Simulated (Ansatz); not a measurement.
Cost and result up the ladder for Zn3H12Se3, a cluster cut from zinc blende ZnSe (hydrogen-capped) (18 atoms). The state is a singlet with charge 0. Geometry: PBE0-D4/def2-SVP.

```tsv
atom	x (Å)	y (Å)	z (Å)
Zn1	2.666	1.966	0.612
Zn2	-0.237	-1.654	-2.925
Zn3	-2.499	-0.195	2.251
Se4	0.160	1.117	1.976
Se5	-1.805	-1.324	-0.415
Se6	1.683	0.142	-1.527
H7	3.586	0.907	1.306
H8	2.039	3.254	-0.019
H9	0.462	-2.985	-2.489
H10	-0.966	-0.501	-3.691
H11	-1.982	-1.420	3.077
H12	-3.300	1.018	1.671
H13	0.729	0.745	3.279
H14	-0.244	2.446	2.456
H15	-2.063	-2.742	-0.133
H16	-3.122	-1.138	-1.039
H17	2.904	-0.652	-1.721
H18	1.989	1.016	-2.668
```

Ansatz on 4 threads of Intel Xeon on a shared host. Times are rough, and most runs start from the orbitals of an earlier one. PBE0-D4/def2-TZVP serves as the yardstick here, not as an exact answer. Differences are given only for rows in sets of like size (and for xTB, whose basis is part of the method), since another set adds its own error. Binding counts from free atoms at the same level (Zn singlet, Se triplet, H doublet; other spins of the atoms weren't run), without zero-point energy or a counterpoise term.

Correlated methods freeze 54 core orbitals; core or outer-core shells of Se are correlated, in sets that lack core-valence functions. The rows differ in basis, and correlated rows in double-zeta sets carry the largest basis error.

Correlated methods converge slowly with the basis, most of all in double-zeta sets.

```json
{"level": "PBE-D4/def2-SVP", "functions": "249", "wall time": "3.2 s"}
{"level": "PBE-D4/def2-TZVP", "functions": "360", "wall time": "6.5 s"}
{"level": "PBE0-D4/def2-SVP", "functions": "249", "wall time": "8 s"}
{"level": "HF/STO-3G", "functions": "120", "wall time": "9 s"}
{"level": "MP2/def2-SVP", "functions": "249", "wall time": "9.5 s"}
{"level": "PBE-D4/def2-TZVPD", "functions": "432", "wall time": "10 s"}
{"level": "r2SCAN-D4/def2-TZVP", "functions": "360", "wall time": "13 s"}
{"level": "HF/def2-TZVP", "functions": "360", "wall time": "15 s"}
{"level": "PBE0-D4/def2-TZVP (with forces)", "functions": "360", "wall time": "22 s"}
```

**Question.** Estimate what each level gives for the binding energy per atom (eV).

**Answer.** 
| level | binding energy per atom (eV) | difference from PBE0-D4/def2-TZVP (eV) |
| --- | --- | --- |
| PBE-D4/def2-SVP | 2.01 | – |
| PBE-D4/def2-TZVP | 1.98 | 0.01 |
| PBE0-D4/def2-SVP | 1.99 | – |
| HF/STO-3G | 1.76 | – |
| MP2/def2-SVP | 1.82 | – |
| PBE-D4/def2-TZVPD | 1.98 | 0.02 |
| r2SCAN-D4/def2-TZVP | 2.03 | 0.06 |
| HF/def2-TZVP | 1.35 | -0.62 |
| PBE0-D4/def2-TZVP (with forces) | 1.97 | 0.00 |
